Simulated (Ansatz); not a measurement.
Calculated with Ansatz (gas phase, PBE0-D4/def2-TZVP geometries, no zero-point term in ΔE). CCSD(T)/CBS adds triple-zeta CCSD(T) − MP2 to the extrapolated MP2 energy (def2 sets, frozen cores). This one scheme is used for every species. Functionals use def2-TZVPP. Each species was taken in one conformer, which may not be the lowest.

Reaction (silylene formation by 1,1-elimination): `[NH2][AlH][SiH2]O` → `[NH2][AlH2]` + `O[SiH]`

Q: Is it downhill or uphill in electronic energy at CCSD(T)/CBS, and by how much? (An estimate is asked.)

A: The calculation gave: Uphill: ΔE = +1.79 eV.

Q: What do these levels give: B97M-V, PBE0-D4, PBE, BLYP, r2SCAN, r2SCAN0, BHLYP, CAM-B3LYP, CCSD(T)/def2-SVP, CCSD(T)/def2-TZVPP, MP2/CBS(def2), CCSD/CBS(def2)? (Estimate.)

A: Ansatz gave: B97M-V 1.67, PBE0-D4 1.97, PBE 1.80, BLYP 1.47, r2SCAN 1.96, r2SCAN0 1.99, BHLYP 1.74, CAM-B3LYP 1.70, CCSD(T)/def2-SVP 1.56, CCSD(T)/def2-TZVPP 1.73, MP2/CBS(def2) 1.89, CCSD/CBS(def2) 1.77 eV.

Largest T1 diagnostic among the species: 0.016.

In def2-TZVPP, CCSD(T) changes the Hartree–Fock value by +0.09 eV (the triples alone add +0.02 eV) and MP2 by +0.19 eV. From r2SCAN to r2SCAN0 (25 % exact exchange), in def2-TZVPP and without D4, ΔE moves by +0.03 eV. At CCSD(T), def2-SVP lies −0.23 eV from the extrapolated value and def2-TZVPP −0.06 eV.
